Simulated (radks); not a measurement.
The numbers below are computed, except where a source is named.
Ionisation of Pd, [Kr] 4d10, to Pd+, [Kr] 4d9, under several functionals. Scalar-relativistic Kohn-Sham, spin-polarised, spherical densities, point nucleus; open shells are filled with parallel spins first (spin-orbit coupling, left out, can overturn this in heavy ions); a radial shooting solver on a logarithmic mesh with Libxc functionals.

functional                          E(Pd) (hartree)  Exc (hartree)  IE (eV)  -e(HOMO) (eV)  <r> HOMO (bohr)  IE error (eV)
PW91                                    -5046.69640     -144.72862    9.021          4.112            1.590         +0.684
exchange-only B88                       -5044.14425     -142.11018    8.023          3.268            1.611         -0.314
exchange-only PBE                       -5043.48868     -141.44087    8.064          3.324            1.615         -0.273
PBE                                     -5045.89144     -143.91364    8.949          4.048            1.590         +0.612
OLYP                                    -5047.92919     -146.08697    8.808          3.873            1.581         +0.471
exchange-only LDA                       -5036.78248     -134.66355    7.937          3.185            1.613         -0.400
B86b exchange with PBE correlation      -5046.52557     -144.55482    8.970          4.066            1.590         +0.633

NIST Atomic Spectra Database: 8.337 eV (measured). Closest: exchange-only PBE. The Delta-SCF values span 1.08 eV, the total energies 11.15 hartree. The highest occupied level is 4d. Open shells are spherical and high-spin; term and fine-structure splittings are not resolved.
